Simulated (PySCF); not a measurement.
# Electric field gradients and quadrupole coupling constants

Species: CH3ClNO4S2 (charge -1).
Z-matrix (Å and degrees, GFN2-xTB geometry), rows numbered from 1:
```
C 
S   1  1.8172
O   2  1.4433  1  106.47
O   2  1.4436  1  107.34  3   125.37
N   2  1.5952  1  104.61  3  -117.62
S   5  1.5684  2  106.22  1   -85.30
O   6  1.4285  5  117.87  2   -92.28
O   6  1.4357  5  115.48  2    55.06
Cl  6  2.0197  5   96.03  2   161.21
H   1  1.0821  2  108.06  3   -64.04
H   1  1.0816  2  107.40  3    56.41
H   1  1.0818  2  105.95  3   176.22
```

Field gradients from the PBE0/pcSseg-1 density (PySCF, non-relativistic), principal values in atomic units, ordered |Vxx| ≤ |Vyy| ≤ |Vzz|:

| atom | Vxx | Vyy | Vzz |
| --- | --- | --- | --- |
| S2 | -0.0074 | -0.2538 | 0.2612 |
| O3 | -0.6440 | -0.7395 | 1.3835 |
| O4 | -0.6334 | -0.7139 | 1.3474 |
| N5 | -0.0279 | -0.9030 | 0.9309 |
| S6 | -0.3762 | -0.6118 | 0.9880 |
| O7 | -0.4766 | -0.8821 | 1.3588 |
| O8 | -0.5010 | -0.9014 | 1.4024 |
| Cl9 | -1.5499 | -1.6181 | 3.1680 |

Problem. Find the asymmetry η = (Vxx − Vyy)/Vzz and the couplings χ = eQV/h (234.96 MHz × Q in barn × V in au), with Q(33S) = −0.0678 b, Q(17O) = −0.0256 b, Q(14N) = 0.02044 b, Q(35Cl) = −0.0817 b.

Solution. 
```json
{"atom": "S2", "environment": "sulfonyl sulfur", "nucleus": "33S", "η": "0.94", "χzz (MHz)": "-4.161", "χxx (MHz)": "0.118", "χyy (MHz)": "4.043"}
{"atom": "O3", "environment": "sulfonyl oxygen", "nucleus": "17O", "η": "0.07", "χzz (MHz)": "-8.32", "χxx (MHz)": "3.87", "χyy (MHz)": "4.45"}
{"atom": "O4", "environment": "sulfonyl oxygen", "nucleus": "17O", "η": "0.06", "χzz (MHz)": "-8.10", "χxx (MHz)": "3.81", "χyy (MHz)": "4.29"}
{"atom": "N5", "environment": "nitrogen bonded to 2 S", "nucleus": "14N", "η": "0.94", "χzz (MHz)": "4.471", "χxx (MHz)": "-0.134", "χyy (MHz)": "-4.337"}
{"atom": "S6", "environment": "sulfonyl sulfur", "nucleus": "33S", "η": "0.24", "χzz (MHz)": "-15.74", "χxx (MHz)": "5.99", "χyy (MHz)": "9.75"}
{"atom": "O7", "environment": "sulfonyl oxygen", "nucleus": "17O", "η": "0.30", "χzz (MHz)": "-8.17", "χxx (MHz)": "2.87", "χyy (MHz)": "5.31"}
{"atom": "O8", "environment": "sulfonyl oxygen", "nucleus": "17O", "η": "0.29", "χzz (MHz)": "-8.44", "χxx (MHz)": "3.01", "χyy (MHz)": "5.42"}
{"atom": "Cl9", "environment": "chlorine bonded to S", "nucleus": "35Cl", "η": "0.02", "χzz (MHz)": "-60.81", "χxx (MHz)": "29.75", "χyy (MHz)": "31.06"}
```

The gradient is axial or nearly so (η below 0.05) at Cl9. At S2 and N5 η is above 0.9: Vyy and Vzz are nearly equal in size and opposite in sign, so a small change could swap them and flip the sign of χzz. 

Problem. What is Vzz at N5 in SI units (1 au = 9.71736 × 10²¹ V/m²)?

Solution. 0.9309 au = 9.046 × 10²¹ V/m².

Problem. What couplings would deuterons (Q(2H) = 0.00286 b) have in place of the hydrogens, at this geometry?

Solution. 
| atom | bonded to | bond length (Å) | Vzz (au) | η | χzz (kHz) |
| --- | --- | --- | --- | --- | --- |
| H10 | C1 | 1.082 | 0.3270 | 0.03 | 220 |
| H11 | C1 | 1.082 | 0.3259 | 0.03 | 219 |
| H12 | C1 | 1.082 | 0.3079 | 0.02 | 207 |

Geometry: GFN2-xTB, one conformer, isolated ion. The pcSseg-1 basis has no diffuse functions, a weakness for an anion. GFN2-xTB bond lengths can be off by several hundredths of an ångström, more for odd bonds, and the gradients follow them. These gradients aren't converged with respect to the basis.

These values come from a run that also computed NMR shieldings. On one thread of an Arm Neoverse V1, on a shared host, this took 36 s wall (with the writing of density and orbital grids).
